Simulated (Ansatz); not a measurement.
Consider the cleavage of the Si–Si bond: `O[Si@@H]1[SiH2][Si@H]1[SiH3]` + `[OH][Ga]([F])[F]` → `[F][Ga]([F])[O][SiH3]` + `O[SiH]1[SiH2][SiH2]1`.

Calculated with Ansatz (gas phase, PBE0-D4/def2-TZVP geometries, no zero-point term in ΔE). CBS: MP2 limit from def2 TZ/QZ plus the TZ coupled-cluster correction, frozen cores. DFT in def2-TZVPP. B3LYP here is the variant with VWN-RPA as its local correlation; programs differ in this. For Ga outer-core shells are correlated without core-valence functions, which leaves a few kJ/mol of doubt a bond. Scalar relativity is left out up to krypton. Each species was taken in one conformer, which may not be the lowest.

Question: Is it downhill or uphill in electronic energy at CCSD(T)/CBS, and by how much? (An estimate is asked.)

Answer: Ansatz gave: Downhill: ΔE = -0.75 eV.

Question: What do these levels give: PBE-D4, B3LYP-D4, r2SCAN, HF/def2-TZVPP, SCS-MP2/def2-QZVPP, HF/CBS(def2)? (Best estimate.)

Answer: Computed: PBE-D4 -0.46, B3LYP-D4 -0.76, r2SCAN -0.68, HF/def2-TZVPP -1.15, SCS-MP2/def2-QZVPP -0.88, HF/CBS(def2) -1.17 eV.

Largest T1 diagnostic among the species: 0.015.

The D4 term adds +0.05 eV with B3LYP and +0.03 eV with PBE0; it sums over pairs of atoms, weighted by their polarisabilities, and B3LYP, whose exchange is more repulsive, gets the larger term. From PBE to PBE0 (25 % exact exchange), in def2-TZVPP and without D4, ΔE moves by −0.11 eV. In def2-TZVPP, CCSD(T) changes the Hartree–Fock value by +0.38 eV (the triples alone add +0.06 eV) and MP2 by +0.35 eV.
